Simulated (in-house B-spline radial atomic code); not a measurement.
RPA and G0W0 for the aluminium ion Al³⁺, [He] 2s2 2p6, as one setting changes: the radius of a hard wall (bohr). Start: Hartree-Fock. A dash marks a level of low quasi-particle weight. Computed with an all-electron radial atomic-structure program (B-spline basis): all electrons, non-relativistic, point nucleus, each spin shell either full or empty, empty states to l = 9 with an (l + 1/2)⁻⁴ tail; G0W0 by contour deformation at full frequency.

| radius of a hard wall (bohr) | mean-field level (eV) | G0W0 level (eV) | RPA correlation (Eh) |
| --- | --- | --- | --- |
| 2 | -120.12 | 2p -119.15 | -0.54652 |
| 2.5 | -121.50 | 2p -120.31 | -0.54828 |
| 3 | ? | ? | ? |
| 3.5 | -121.69 | 2p -120.45 | -0.5485 |
| 4 | ? | ? | ? |
| 5 | -121.70 | 2p -120.45 | -0.5484 |
| 6 | -121.70 | 2p -120.45 | -0.54836 |
| 8 | -121.70 | 2p -120.45 | -0.54831 |
| 12 | -121.70 | 2p -120.45 | -0.54827 |

(1) What belongs in the row for 3?

(2) What belongs in the row for 4?

## Answers

(1) mean-field level (eV): -121.68; G0W0 level (eV): 2p -120.44; RPA correlation (Eh): -0.54851.

(2) mean-field level (eV): -121.70; G0W0 level (eV): 2p -120.45; RPA correlation (Eh): -0.54846.
